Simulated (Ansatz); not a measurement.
Gas-phase electronic energies from Ansatz, PBE0-D4/def2-TZVP geometries. CCSD(T)/CBS adds triple-zeta CCSD(T) − MP2 to the extrapolated MP2 energy (def2 sets, frozen cores). Double bonds are as drawn, so ΔE can hold a change between cis and trans. DFT in def2-TZVPP. B3LYP here is the variant with VWN-RPA as its local correlation; programs differ in this. Each species was taken in one conformer, which may not be the lowest.

Reaction (ligand exchange at the Si–C bond): `[SiH3]/C=C(\[SiH3])Cl` + `[SiH3][AlH][SH]` → `[SiH3][AlH][S][SiH3]` + `[SiH3]/C=C/Cl`

```
             level  ΔE (kcal/mol)  difference from CCSD(T)/CBS
         r2SCAN-D4          -16.8                         -0.5
           PBE0-D4          -17.1                         -0.8
          B3LYP-D4          -15.6                          0.7
           ωB97X-V          -16.5                         -0.2
           ωB97M-V          -16.4                         -0.1
            B2PLYP          -16.1                          0.2
               PBE          -16.3                          0.0
            r2SCAN          -16.8                         -0.5
              PBE0          -17.2                         -0.9
             B3LYP          -15.8                          0.5
    MP2/def2-TZVPP          -16.8                         -0.5
SCS-MP2/def2-TZVPP          -16.4                         -0.1
   CCSD/def2-TZVPP          -16.1                          0.2
      HF/CBS(def2)          -17.5                         -1.2
     MP2/CBS(def2)          -17.2                         -0.9
    CCSD/CBS(def2)          -16.5                         -0.2
       CCSD(T)/CBS          -16.3                            0
```

Largest T1 diagnostic among the species: 0.013.

From PBE to PBE0 (25 % exact exchange), in def2-TZVPP and without D4, ΔE moves by −0.9 kcal/mol.
